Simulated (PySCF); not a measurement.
# TlH: one state, many levels of theory

State: ¹Σ⁺ (singlet), closed shell. Set-up: Tl aug-cc-pVDZ-PP with ECP60, H aug-cc-pVDZ; scalar-relativistic core potentials (PySCF 2.14). De refers to Tl + H in their high-spin ground configurations, without counterpoise correction. A positive dipole means Tl(−)H(+).

| Level | Re (Å) | ωe (cm⁻¹) | De (eV) | μ (D) |
| --- | --- | --- | --- | --- |
| RHF | 1.909 | 1399 | 1.60 | -1.30 |
| RHF-MP2 | 1.891 | 1393 | 2.32 | n/a |
| RHF-SCS-MP2 | 1.903 | 1369 | 2.41 | n/a |
| RHF-CCSD | 1.910 | 1335 | 2.49 | n/a |
| RHF-CCSD(T) | 1.911 | 1329 | 2.51 | n/a |
| PBE | 1.940 | 1303 | 2.51 | -1.59 |
| r²SCAN | 1.919 | 1356 | 2.51 | -1.49 |
| TPSSh | 1.924 | 1353 | 2.68 | -1.60 |
| r²SCANh | 1.912 | 1371 | 2.49 | -1.45 |
| PBE0 | 1.915 | 1363 | 2.46 | -1.47 |
| ωB97X | 1.905 | 1393 | 2.66 | -1.39 |
| B2PLYP | 1.914 | 1359 | 2.50 | -1.47 |

Q: Which functional lies closest to RHF-CCSD(T) in De, which farthest, and by how much do they differ from it?

A: Closest is PBE (+2.9 pm in Re, -2.0 % in ωe, +0.00 eV in De against RHF-CCSD(T) in the same basis), farthest TPSSh (+1.3 pm in Re, +1.8 % in ωe, +0.17 eV in De). CCSD(T) converges more slowly with the basis than the functionals do and binds too weakly in this one, so the order can change at the basis-set limit.

Q: What does a quarter of exact exchange do here, going from PBE to PBE0?

A: PBE0 less PBE: -2.5 pm in Re, +4.6 % in ωe, -0.05 eV in De. Exact exchange removes part of the self-interaction that spreads semilocal densities, and in most molecules shortens and stiffens the bond and lowers De; so it does here.

Q: What does the step from GGA to meta-GGA do here, going from PBE to r²SCAN?

A: r²SCAN less PBE: -2.1 pm in Re, +4.1 % in ωe, +0.00 eV in De. 

Correlated steps freeze 4 core orbitals. Correlated levels converge slowly with the basis: in double zeta they bind strong bonds too weakly, by up to about 1 eV, and carry superposition errors of some tenths. Spin–orbit coupling is left out, which matters for elements this heavy, above all for dissociation energies. Where the molecule has an RHF reference, its open-shell atoms are computed with UHF. B2PLYP dipoles, levels and charges come from its SCF part alone.

The whole job (state search and all levels along the bond) took about 0.93 min on 1 thread of Arm Neoverse V2 (shared host), peak memory 0.46 GiB.
